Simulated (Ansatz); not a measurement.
Consider the isomerisation: `[F][GeH2][CH2][SiH3]` → `F[CH]([SiH3])[GeH3]`.

Program: Ansatz. Geometries: PBE0-D4/def2-TZVP. ΔE: electronic, gas phase. CCSD(T)/CBS adds triple-zeta CCSD(T) − MP2 to the extrapolated MP2 energy (def2 sets, frozen cores). Functionals use def2-TZVPP. For Ge outer-core shells are correlated without core-valence functions, which leaves a few kJ/mol of doubt a bond. Scalar relativity is left out up to krypton. Each species was taken in one conformer, which may not be the lowest.

```json
{"level": "ωB97X-V", "ΔE (kJ/mol)": "187.4"}
{"level": "CCSD(T)/def2-TZVPP", "ΔE (kJ/mol)": "193.4"}
```

(1) What does CCSD(T)/CBS give? (An estimate is asked.)

Largest T1 diagnostic among the species: 0.012.

Answers

(1) The calculation gave: +193.2 kJ/mol. The listed levels differ from it by -5.8, 0.2 kJ/mol.

From PBE to PBE0 (25 % exact exchange), in def2-TZVPP and without D4, ΔE moves by +8.2 kJ/mol.
